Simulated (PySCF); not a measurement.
# F⁺: ionisation energy

F⁺ [He] 2s2 2p4 (3P) → F²⁺ [He] 2s2 2p3 (4S), as a difference of total energies. Computed with PySCF 2.14 in x2c-SVPall (3s2p1d, 14 functions), with the spin-free X2C one-electron Hamiltonian (Gaussian nucleus). Correlated levels: valence: 1s2 frozen. The calculations carry no spin-orbit coupling.

```csv
method,ionisation energy (eV)
UHF,33.515
PBE,35.566
PBE0,35.399
MP2 (valence),34.347
SCS-MP2 (valence),34.342
CCSD (valence),34.354
CCSD(T) (valence),34.366
```

Question: How much does correlation contribute at CCSD(T) (valence)?

Answer: 34.366 − (33.515) = 0.851 eV, measured against UHF.

Errors of the correlated levels include the incompleteness of this basis and the frozen core.

For comparison: 34.950 eV (measured; NIST levels, between the centres of gravity of the two terms).
